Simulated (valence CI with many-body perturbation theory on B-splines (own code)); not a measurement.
## Level structure of Fe4+

Method: configuration interaction combined with many-body perturbation theory (CI+MBPT): four valence electrons over a frozen Dirac-Fock core [Ar], a basis of 7 s, 7 p, 8 d, 6 f, 4 g, 1 h functions for each j, with the one-electron correlation potential Σ1, the two-electron term Σ2, the three-electron term Σ3, Breit, model QED; selected CI, second order for the rest, scaled by the run's own slope (own B-spline code, finite nucleus).

Set against measurement, 60 paired levels are off by 2075 cm⁻¹ on average, the worst by 5068. These come from a selection out of Corliss and Sugar, J. Phys. Chem. Ref. Data 11, 135 (1982). Levels without a partner in it may be off by more, other configurations by 1,000 to 8,000 cm⁻¹. The list stops below the first excitations out of the core.

Levels 46 to 90 of 170, with energies above the lowest level, 3d4 5D_0. "Leading %" is the weight of the configuration and term that name the level; weights of strongly mixed levels are sums over their largest components and can fall short. In the jj column 3d3/2^4 stands for four electrons in 3d with j = 3/2. Lifetimes count E1, E2, E3, M1 and M2 decay at the calculated energies, and are blank where another channel may lead or the interval is too uncertain; long ones can be off by a factor of two.

| No. | Configuration | Term | J | E (eV) | Leading % | Second component | Lifetime | Leading jj |
| --- | --- | --- | --- | --- | --- | --- | --- | --- |
| 46 | 3d3.4s | 3G | 3 | 25.337 | 98 |  | 53.0 μs | 3d3/2 3d5/2^2 4s (50 %) |
| 47 | 3d3.4s | 3G | 4 | 25.370 | 97 |  | 52.5 μs | 3d3/2^2 3d5/2 4s (49 %) |
| 48 | 3d3.4s | 3G | 5 | 25.420 | 97 |  | 52.3 μs | 3d3/2^2 3d5/2 4s (48 %) |
| 49 | 3d3.4s | 3P | 0 | 25.900 | 98 |  | 41.0 μs | 3d3/2^2 3d5/2 4s (87 %) |
| 50 | 3d3.4s | 1G | 4 | 25.900 | 90 | 8 % 3d3.4s 3H | 36.6 μs | 3d3/2^2 3d5/2 4s (61 %) |
| 51 | 3d3.4s | 3P | 1 | 25.933 | 92 |  | 39.5 μs | 3d3/2^2 3d5/2 4s (49 %) |
| 52 | 3d3.4s | 3P | 2 | 26.031 | 97 |  | 35.2 μs | 3d3/2 3d5/2^2 4s (57 %) |
| 53 | 3d3.4s | 3P | 2 | 26.145 | 70 | 25 % 3d3.4s 3D |  | 3d3/2 3d5/2^2 4s (38 %) |
| 54 | 3d3.4s | 3P | 1 | 26.148 | 83 | 15 % 3d3.4s 3D |  | 3d3/2 3d5/2^2 4s (52 %) |
| 55 | 3d3.4s | 3P | 0 | 26.180 | 98 |  | 40.0 μs | 3d3/2 3d5/2^2 4s (88 %) |
| 56 | 3d3.4s | 3H | 4 | 26.253 | 90 | 7 % 3d3.4s 1G | 45.5 μs | 3d3/2 3d5/2^2 4s (49 %) |
| 57 | 3d3.4s | 3H | 5 | 26.260 | 97 |  | 46.4 μs | 3d3/2 3d5/2^2 4s (66 %) |
| 58 | 3d3.4s | 3H | 6 | 26.291 | 98 |  | 46.1 μs | 3d3/2 3d5/2^2 4s (98 %) |
| 59 | 3d3.4s | 3D | 1 | 26.308 | 73 | 16 % 3d3.4s 3P |  | 3d3/2 3d5/2^2 4s (48 %) |
| 60 | 3d3.4s | 3D | 3 | 26.408 | 98 |  | 46.3 μs | 3d3/2 3d5/2^2 4s (52 %) |
| 61 | 3d3.4s | 3D | 2 | 26.416 | 72 | 25 % 3d3.4s 3P | 46.7 μs | 3d5/2^3 4s (59 %) |
| 62 | 3d3.4s | 1P | 1 | 26.737 | 87 | 8 % 3d3.4s 3D | 41.3 μs | 3d5/2^3 4s (60 %) |
| 63 | 3d3.4s | 1H | 5 | 26.792 | 98 |  | 33.5 μs | 3d3/2 3d5/2^2 4s (76 %) |
| 64 | 3d3.4s | 1D | 2 | 26.905 | 96 |  | 35.7 μs | 3d3/2 3d5/2^2 4s (44 %) |
| 65 | 3d3.4s | 3F | 4 | 28.474 | 98 |  | 34.7 μs | 3d3/2 3d5/2^2 4s (71 %) |
| 66 | 3d3.4s | 3F | 3 | 28.500 | 98 |  | 34.6 μs | 3d3/2 3d5/2^2 4s (62 %) |
| 67 | 3d3.4s | 3F | 2 | 28.522 | 98 |  | 34.6 μs | 3d3/2 3d5/2^2 4s (53 %) |
| 68 | 3d3.4s | 1F | 3 | 28.976 | 98 |  | 36.4 μs | 3d3/2 3d5/2^2 4s (62 %) |
| 69 | 3d3.4p | 5G° | 2 | 31.020 | 97 |  | 1.20 ns | 3d3/2^2 3d5/2 4p1/2 (32 %) |
| 70 | 3d3.4p | 5G° | 3 | 31.092 | 97 |  | 1.18 ns | 3d3/2^2 3d5/2 4p1/2 (51 %) |
| 71 | 3d3.4p | 5G° | 4 | 31.187 | 97 |  | 1.15 ns | 3d3/2 3d5/2^2 4p1/2 (42 %) |
| 72 | 3d3.4p | 5G° | 5 | 31.304 | 97 |  | 1.13 ns | 3d3/2 3d5/2^2 4p3/2 (51 %) |
| 73 | 3d3.4p | 3D° | 1 | 31.386 | 51 | 30 % 3d3.4p 5F° | 205 ps | 3d3/2^2 3d5/2 4p1/2 (33 %) |
| 74 | 3d3.4p | 5D° | 2 | 31.434 | 43 | 33 % 3d3.4p 3D° | 163 ps | 3d3/2^2 3d5/2 4p1/2 (61 %) |
| 75 | 3d3.4p | 5G° | 6 | 31.446 | 98 |  | 1.15 ns | 3d3/2 3d5/2^2 4p3/2 (46 %) |
| 76 | 3d3.4p | 5D° | 0 | 31.493 | 98 |  | 112 ps | 3d3/2^3 4p3/2 (38 %) |
| 77 | 3d3.4p | 5D° | 3 | 31.503 | 70 | 14 % 3d3.4p 3D° | 134 ps | 3d3/2 3d5/2^2 4p1/2 (58 %) |
| 78 | 3d3.4p | 5D° | 1 | 31.528 | 79 | 13 % 3d3.4p 5F° | 126 ps | 3d3/2^2 3d5/2 4p3/2 (49 %) |
| 79 | 3d3.4p | 5D° | 4 | 31.585 | 91 | 6 % 3d3.4p 5F° | 118 ps | 3d3/2 3d5/2^2 4p1/2 (34 %) |
| 80 | 3d3.4p | 5D° | 2 | 31.591 | 50 | 40 % 3d3.4p 5F° | 157 ps | 3d3/2^2 3d5/2 4p3/2 (44 %) |
| 81 | 3d3.4s | 3D | 3 | 31.651 | 98 |  | 27.5 μs | 3d3/2^2 3d5/2 4s (54 %) |
| 82 | 3d3.4p | 5F° | 1 | 31.664 | 55 | 41 % 3d3.4p 3D° | 246 ps | 3d3/2^2 3d5/2 4p3/2 (57 %) |
| 83 | 3d3.4p | 5F° | 3 | 31.666 | 74 | 20 % 3d3.4p 5D° | 210 ps | 3d3/2^2 3d5/2 4p3/2 (46 %) |
| 84 | 3d3.4s | 3D | 2 | 31.674 | 98 |  | 27.5 μs | 3d3/2 3d5/2^2 4s (54 %) |
| 85 | 3d3.4s | 3D | 1 | 31.691 | 98 |  | 27.5 μs | 3d3/2 3d5/2^2 4s (86 %) |
| 86 | 3d3.4p | 3D° | 2 | 31.712 | 56 | 36 % 3d3.4p 5F° | 228 ps | 3d3/2 3d5/2^2 4p3/2 (56 %) |
| 87 | 3d3.4p | 5F° | 4 | 31.737 | 89 | 6 % 3d3.4p 5D° | 251 ps | 3d3/2 3d5/2^2 4p3/2 (43 %) |
| 88 | 3d3.4p | 5F° | 5 | 31.802 | 91 | 6 % 3d3.4p 3G° | 271 ps | 3d3/2 3d5/2^2 4p3/2 (37 %) |
| 89 | 3d3.4p | 3D° | 3 | 31.802 | 79 | 10 % 3d3.4p 5F° | 212 ps | 3d3/2 3d5/2^2 4p3/2 (43 %) |
| 90 | 3d3.4p | 3G° | 3 | 32.093 | 96 |  | 172 ps | 3d3/2^2 3d5/2 4p3/2 (44 %) |

Names give the largest LS component (configuration and term), which can be under half, so a name can repeat, a term be missing and a line seem to break the LS rules; names also repeat where a configuration has a term twice.

Where two levels of one J and parity lie close, their mixing, g and order are uncertain.
